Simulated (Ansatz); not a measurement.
Cost and result for the atomization energy of `O[SiH](O)C[SiH2]F` (13 atoms, 12 bonds).

```tsv
atom	x (Å)	y (Å)	z (Å)
O1	-0.670	1.438	1.315
Si2	-1.147	0.326	0.207
O3	-2.441	-0.469	0.816
C4	0.181	-0.941	-0.102
Si5	1.761	-0.241	-0.764
F6	2.060	1.144	0.014
H7	0.187	1.848	1.177
H8	-1.506	1.005	-1.068
H9	-3.184	0.055	1.117
H10	-0.197	-1.680	-0.818
H11	0.373	-1.464	0.841
H12	2.934	-1.118	-0.531
H13	1.651	0.096	-2.204
```

Charge 0, multiplicity 1. The structure was optimised at the PBE0-D4/def2-TZVP level. It is one conformer, not always the lowest. Program: Ansatz. All runs use 2 threads of an AMD EPYC 7R13 on a shared host and a share of an NVIDIA H100 80 GB. Times are those of one run each, without the atoms' runs, and a repeat can differ threefold. Electronic energies, without spin–orbit coupling; frozen cores. CCSD(T)/CBS adds CCSD(T) − MP2 in def2-TZVPP to the MP2 limit, and its time is that of the two runs behind it. T1 = 0.011. B3LYP takes the VWN-RPA correlation (the form of Gaussian; ORCA's B3LYP/G).

CCSD(T)/CBS is a level of theory with its own doubt, some kJ/mol a heavy atom from the limit and from the frozen cores, so smaller differences don't rank the functionals.

| level | functions | wall time | atomization (kJ/mol) | difference from CCSD(T)/CBS | per bond |
| --- | --- | --- | --- | --- | --- |
| PBE0-D4/def2-TZVPP | 306 | 2 s | 4895.6 | -81.3 | -6.8 |
| PBE-D4/def2-TZVPP (with forces) | 306 | 2.2 s | 4972.8 | -4.1 | -0.3 |
| B3LYP-D4/def2-TZVPP (with forces) | 306 | 2.5 s | 4925.5 | -51.4 | -4.3 |
| r2SCAN-D4/def2-TZVPP (with forces) | 306 | 2.6 s | 4954.4 | -22.5 | -1.9 |
| B2PLYP/def2-TZVPP | 306 | 2.7 s | 4890.9 | -86.0 | -7.2 |
| ωB97X-V/def2-TZVPP | 306 | 3.2 s | 4966.4 | -10.5 | -0.9 |
| ωB97M-V/def2-TZVPP (with forces) | 306 | 6 s | 4965.5 | -11.4 | -1.0 |
| CCSD(T)/def2-TZVPP | 306 | 6 s | 4833.7 | -143.2 | -11.9 |
| MP2/def2-QZVPP | 578 | 6.5 s | 5020.5 | 43.6 | 3.6 |
| CCSD(T)/CBS(def2) | – | 13 s | 4976.9 | 0.0 | 0.0 |

The D4 term adds +47.9 kJ/mol with B3LYP and +25.2 kJ/mol with PBE0; it sums over pairs of atoms, weighted by their polarisabilities, and B3LYP, whose exchange is more repulsive, gets the larger term. From PBE to PBE0 (25 % exact exchange), in def2-TZVPP and without D4, the atomization energy moves by −72.8 kJ/mol: exact exchange takes away binding that semilocal exchange gives to molecules. In def2-TZVPP, CCSD(T) changes the Hartree–Fock value by +1182.5 kJ/mol (the triples alone add +63.8 kJ/mol) and MP2 by +1282.9 kJ/mol; breaking electron pairs costs correlation energy, which Hartree–Fock lacks.
